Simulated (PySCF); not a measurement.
tetraarsenic (As₄), singlet, geometry from GFN2-xTB; B3LYP/STO-3G (PySCF).

PySCF was given this input:
```python
from pyscf import gto, scf, dft

mol = gto.Mole()
mol.atom = '''
    As   -0.988186    0.085698   -1.072950
    As    0.663388    1.292591    0.155566
    As    0.992287   -1.019895   -0.332051
    As   -0.667489   -0.358394    1.249436
'''
mol.basis = 'sto-3g'
mol.charge = 0
mol.spin = 0
mol.verbose = 4
mol.build()

mf = dft.UKS(mol)
mf.xc = 'b3lyp'
mf.kernel()
mf.analyze()
```

### Question
Predict the main parts of the log of this PySCF run.

### Answer

```
PySCF version 2.14.0

[INPUT] verbose = 4
[INPUT] num. atoms = 4
[INPUT] num. electrons = 132
[INPUT] charge = 0
[INPUT] spin (= nelec alpha-beta = 2S) = 0
[INPUT] symmetry False subgroup None
[INPUT] Mole.unit = angstrom
[INPUT] Symbol           X                Y                Z      unit          X                Y                Z       unit  Magmom
[INPUT]  1 As    -0.988186000000   0.085698000000  -1.072950000000 AA   -1.867400900129   0.161945749423  -2.027581645352 Bohr   0.0
[INPUT]  2 As     0.663388000000   1.292591000000   0.155566000000 AA    1.253621634323   2.442642981078   0.293977134294 Bohr   0.0
[INPUT]  3 As     0.992287000000  -1.019895000000  -0.332051000000 AA    1.875150666966  -1.927322225813  -0.627485449388 Bohr   0.0
[INPUT]  4 As    -0.667489000000  -0.358394000000   1.249436000000 AA   -1.261371401160  -0.677266504687   2.361091850172 Bohr   0.0

nuclear repulsion = 1449.0691464196
number of shells = 32
number of NR pGTOs = 216
number of NR cGTOs = 72
basis = sto-3g
ecp = {}

******** <class 'pyscf.dft.uks.UKS'> ********
method = UKS
initial guess = minao
damping factor = 0
level_shift factor = 0
DIIS = <class 'pyscf.scf.diis.CDIIS'>
diis_start_cycle = 1
diis_space = 8
diis_damp = 0
SCF conv_tol = 1e-09
SCF conv_tol_grad = None
SCF max_cycles = 50
direct_scf = True
direct_scf_tol = 1e-13
number electrons alpha = 66  beta = 66
XC library pyscf.dft.libxc version 7.1.2
    S. Lehtola, C. Steigemann, M. J. T. Oliveira, and M. A. L. Marques,  SoftwareX 7, 1–5 (2018)
XC functionals = b3lyp
    P. J. Stephens, F. J. Devlin, C. F. Chabalowski, and M. J. Frisch,  J. Phys. Chem. 98, 11623 (1994)
radial grids:
    Treutler-Ahlrichs [JCP 102, 346 (1995); DOI:10.1063/1.469408] (M4) radial grids

becke partition: Becke, JCP 88, 2547 (1988); DOI:10.1063/1.454033
pruning grids: <function nwchem_prune>
grids dens level: 3
symmetrized grids: False
atomic radii adjust function: <function treutler_atomic_radii_adjust>
small_rho_cutoff = 0
Set gradient conv threshold to 3.16228e-05
tot grids = 81696
init E= -8831.18780587762
cycle= 1 E= -8842.36504082066  delta_E= -11.2  |g|= 0.322  |ddm|= 2.58
cycle= 2 E= -8842.42998086774  delta_E= -0.0649  |g|= 0.0477  |ddm|= 0.864
cycle= 3 E= -8842.43279862734  delta_E= -0.00282  |g|= 0.00501  |ddm|= 0.171
cycle= 4 E= -8842.43283199502  delta_E= -3.34e-05  |g|= 0.000104  |ddm|= 0.0179
cycle= 5 E= -8842.4328320126  delta_E= -1.76e-08  |g|= 6.83e-06  |ddm|= 0.00039
cycle= 6 E= -8842.43283201262  delta_E= -1.82e-11  |g|= 9.54e-06  |ddm|= 4.13e-05
Extra cycle  E= -8842.43283201234  delta_E= 2.8e-10  |g|= 1.84e-05  |ddm|= 5.95e-05
converged SCF energy = -8842.43283201234  <S^2> = 9.6633812e-13  2S+1 = 1
**** SCF Summaries ****
Total Energy =                       -8842.432832012340441
Nuclear Repulsion Energy =            1449.069146419603840
One-electron Energy =               -15293.254597711920724
Two-electron Energy =                 5001.752619279975079
Two-electron Coulomb Energy =         5337.271909100079029
DFT Exchange-Correlation Energy =     -335.519289820104234
**** MO energy ****
                             alpha | beta                alpha | beta
MO #1   energy= -420.827119674937  | -420.827119674035  occ= 1 | 1
MO #2   energy= -420.827111268903  | -420.82711126796   occ= 1 | 1
MO #3   energy= -420.827109422368  | -420.827109421423  occ= 1 | 1
MO #4   energy= -420.827099130046  | -420.827099129105  occ= 1 | 1
MO #5   energy= -51.8280403666455  | -51.8280403656604  occ= 1 | 1
MO #6   energy= -51.8280332268422  | -51.8280332258304  occ= 1 | 1
MO #7   energy= -51.8280314594623  | -51.8280314584487  occ= 1 | 1
MO #8   energy= -51.8262277038008  | -51.8262277027953  occ= 1 | 1
MO #9   energy= -47.3264789489459  | -47.3264789540332  occ= 1 | 1
MO #10  energy= -47.3264716194101  | -47.3264716244688  occ= 1 | 1
MO #11  energy= -47.3264698099789  | -47.3264698150351  occ= 1 | 1
MO #12  energy= -47.3264078899192  | -47.3264078949905  occ= 1 | 1
MO #13  energy= -47.3256168948823  | -47.3256168923584  occ= 1 | 1
MO #14  energy= -47.3256162105184  | -47.3256162079957  occ= 1 | 1
MO #15  energy= -47.3256119394447  | -47.3256119369061  occ= 1 | 1
MO #16  energy= -47.3255747098714  | -47.3255747073534  occ= 1 | 1
MO #17  energy= -47.3255741635294  | -47.3255741610126  occ= 1 | 1
MO #18  energy= -47.3255689678911  | -47.3255689653448  occ= 1 | 1
MO #19  energy= -47.325568324196   | -47.3255683216512  occ= 1 | 1
MO #20  energy= -47.325567200545   | -47.3255671980047  occ= 1 | 1
MO #21  energy= -6.23388923119101  | -6.23388922984294  occ= 1 | 1
MO #22  energy= -6.23388297721847  | -6.23388297579534  occ= 1 | 1
MO #23  energy= -6.23388172046613  | -6.23388171903783  occ= 1 | 1
MO #24  energy= -6.23288918670356  | -6.23288918530477  occ= 1 | 1
MO #25  energy= -4.36993121579799  | -4.36993122950123  occ= 1 | 1
MO #26  energy= -4.3699247509768   | -4.36992476462637  occ= 1 | 1
MO #27  energy= -4.36992230053877  | -4.36992231418204  occ= 1 | 1
MO #28  energy= -4.36785249173992  | -4.36785250581773  occ= 1 | 1
MO #29  energy= -4.36436576005007  | -4.36436575355977  occ= 1 | 1
MO #30  energy= -4.36436456037885  | -4.36436455388966  occ= 1 | 1
MO #31  energy= -4.36436139536464  | -4.36436138886182  occ= 1 | 1
MO #32  energy= -4.36238640925754  | -4.36238640280344  occ= 1 | 1
MO #33  energy= -4.36238588059279  | -4.36238587413899  occ= 1 | 1
MO #34  energy= -4.36212986143863  | -4.36212985537003  occ= 1 | 1
MO #35  energy= -4.36212811780132  | -4.36212811173363  occ= 1 | 1
MO #36  energy= -4.36212602300122  | -4.36212601685711  occ= 1 | 1
MO #37  energy= -0.728760621657235 | -0.728760628477242 occ= 1 | 1
MO #38  energy= -0.582548179120179 | -0.582548177761977 occ= 1 | 1
MO #39  energy= -0.582540495540256 | -0.582540494170476 occ= 1 | 1
MO #40  energy= -0.582539247302803 | -0.58253924595619  occ= 1 | 1
MO #41  energy= -0.565100302435739 | -0.565100306389061 occ= 1 | 1
MO #42  energy= -0.565095749224957 | -0.565095753174797 occ= 1 | 1
MO #43  energy= -0.565087720539728 | -0.565087724481507 occ= 1 | 1
MO #44  energy= -0.564808352731417 | -0.564808358012432 occ= 1 | 1
MO #45  energy= -0.564798763289057 | -0.564798768553672 occ= 1 | 1
MO #46  energy= -0.56479635421445  | -0.564796359502944 occ= 1 | 1
MO #47  energy= -0.563419673214851 | -0.563419676581491 occ= 1 | 1
MO #48  energy= -0.56341814731112  | -0.563418150678356 occ= 1 | 1
MO #49  energy= -0.561320277958428 | -0.561320272444316 occ= 1 | 1
MO #50  energy= -0.561311586936513 | -0.561311581424498 occ= 1 | 1
MO #51  energy= -0.560876592250857 | -0.560876587211052 occ= 1 | 1
MO #52  energy= -0.560871336982941 | -0.560871331948203 occ= 1 | 1
MO #53  energy= -0.56086578751628  | -0.560865782462496 occ= 1 | 1
MO #54  energy= -0.560593489043708 | -0.560593483601885 occ= 1 | 1
MO #55  energy= -0.560587571114876 | -0.560587565690552 occ= 1 | 1
MO #56  energy= -0.560582607342213 | -0.560582601901411 occ= 1 | 1
MO #57  energy= -0.559093970864907 | -0.559093975776629 occ= 1 | 1
MO #58  energy= -0.433481072450836 | -0.43348105406015  occ= 1 | 1
MO #59  energy= -0.43347935330109  | -0.433479334363299 occ= 1 | 1
MO #60  energy= -0.433478947072245 | -0.433478928119627 occ= 1 | 1
MO #61  energy= -0.228375725297714 | -0.228375863990885 occ= 1 | 1
MO #62  energy= -0.192191783090664 | -0.192191816556855 occ= 1 | 1
MO #63  energy= -0.192190321025175 | -0.19219035443809  occ= 1 | 1
MO #64  energy= -0.192190151252075 | -0.192190184644375 occ= 1 | 1
MO #65  energy= -0.168331003203767 | -0.168330951185696 occ= 1 | 1
MO #66  energy= -0.168330787582572 | -0.168330735559593 occ= 1 | 1
MO #67  energy= 0.0901852012012471 | 0.090185280541245  occ= 0 | 0
MO #68  energy= 0.0901853765507641 | 0.0901854559178498 occ= 0 | 0
MO #69  energy= 0.0901875911735057 | 0.0901876707229681 occ= 0 | 0
MO #70  energy= 0.165259920988929  | 0.165259884734363  occ= 0 | 0
MO #71  energy= 0.16526237377229   | 0.165262337686707  occ= 0 | 0
MO #72  energy= 0.165262441227151  | 0.165262405126089  occ= 0 | 0

To work with the spin densities directly, `use mulliken_meta_spin()` only printing them here.

 ** Mulliken spin pop alpha/beta on meta-lowdin orthogonal AOs **
 ** Mulliken Spin Density (per AO)  **
spin_pop of  0 As 1s        0.00000
spin_pop of  0 As 2s        0.00000
spin_pop of  0 As 3s       -0.00000
spin_pop of  0 As 4s        0.00000
spin_pop of  0 As 2px      -0.00000
spin_pop of  0 As 2py       0.00000
spin_pop of  0 As 2pz      -0.00000
spin_pop of  0 As 3px      -0.00000
spin_pop of  0 As 3py       0.00000
spin_pop of  0 As 3pz      -0.00000
spin_pop of  0 As 4px      -0.00000
spin_pop of  0 As 4py       0.00000
spin_pop of  0 As 4pz      -0.00000
spin_pop of  0 As 3dxy      0.00000
spin_pop of  0 As 3dyz     -0.00000
spin_pop of  0 As 3dz^2    -0.00000
spin_pop of  0 As 3dxz      0.00000
spin_pop of  0 As 3dx2-y2   -0.00000
spin_pop of  1 As 1s        0.00000
spin_pop of  1 As 2s        0.00000
spin_pop of  1 As 3s       -0.00000
spin_pop of  1 As 4s        0.00000
spin_pop of  1 As 2px       0.00000
spin_pop of  1 As 2py      -0.00000
spin_pop of  1 As 2pz       0.00000
spin_pop of  1 As 3px       0.00000
spin_pop of  1 As 3py      -0.00000
spin_pop of  1 As 3pz       0.00000
spin_pop of  1 As 4px       0.00000
spin_pop of  1 As 4py      -0.00000
spin_pop of  1 As 4pz       0.00000
spin_pop of  1 As 3dxy     -0.00000
spin_pop of  1 As 3dyz     -0.00000
spin_pop of  1 As 3dz^2     0.00000
spin_pop of  1 As 3dxz      0.00000
spin_pop of  1 As 3dx2-y2   -0.00000
spin_pop of  2 As 1s        0.00000
spin_pop of  2 As 2s        0.00000
spin_pop of  2 As 3s       -0.00000
spin_pop of  2 As 4s        0.00000
spin_pop of  2 As 2px      -0.00000
spin_pop of  2 As 2py      -0.00000
spin_pop of  2 As 2pz       0.00000
spin_pop of  2 As 3px      -0.00000
spin_pop of  2 As 3py      -0.00000
spin_pop of  2 As 3pz       0.00000
spin_pop of  2 As 4px      -0.00000
spin_pop of  2 As 4py      -0.00000
spin_pop of  2 As 4pz       0.00000
spin_pop of  2 As 3dxy      0.00000
spin_pop of  2 As 3dyz     -0.00000
spin_pop of  2 As 3dz^2     0.00000
spin_pop of  2 As 3dxz      0.00000
spin_pop of  2 As 3dx2-y2   -0.00000
spin_pop of  3 As 1s        0.00000
spin_pop of  3 As 2s        0.00000
spin_pop of  3 As 3s       -0.00000
spin_pop of  3 As 4s        0.00000
spin_pop of  3 As 2px       0.00000
spin_pop of  3 As 2py       0.00000
spin_pop of  3 As 2pz      -0.00000
spin_pop of  3 As 3px       0.00000
spin_pop of  3 As 3py       0.00000
spin_pop of  3 As 3pz      -0.00000
spin_pop of  3 As 4px       0.00000
spin_pop of  3 As 4py       0.00000
spin_pop of  3 As 4pz      -0.00000
spin_pop of  3 As 3dxy      0.00000
spin_pop of  3 As 3dyz     -0.00000
spin_pop of  3 As 3dz^2    -0.00000
spin_pop of  3 As 3dxz     -0.00000
spin_pop of  3 As 3dx2-y2   -0.00000
 ** Mulliken Spin Density (per atom)  **
spin density of  0 As =     -0.00000
spin density of  1 As =      0.00000
spin density of  2 As =      0.00000
spin density of  3 As =      0.00000
 ** Mulliken pop alpha/beta on meta-lowdin orthogonal AOs **
 ** Mulliken pop       alpha | beta **
In total            66.00000 | 66.00000
 ** Mulliken atomic charges   ( Nelec_alpha | Nelec_beta ) **
charge of  0As =     -0.00004  (    16.50002     16.50002 )
charge of  1As =      0.00001  (    16.50000     16.50000 )
charge of  2As =      0.00002  (    16.49999     16.49999 )
charge of  3As =      0.00001  (    16.49999     16.49999 )
Dipole moment(X, Y, Z, Debye):  0.00032, -0.00013,  0.00032
```
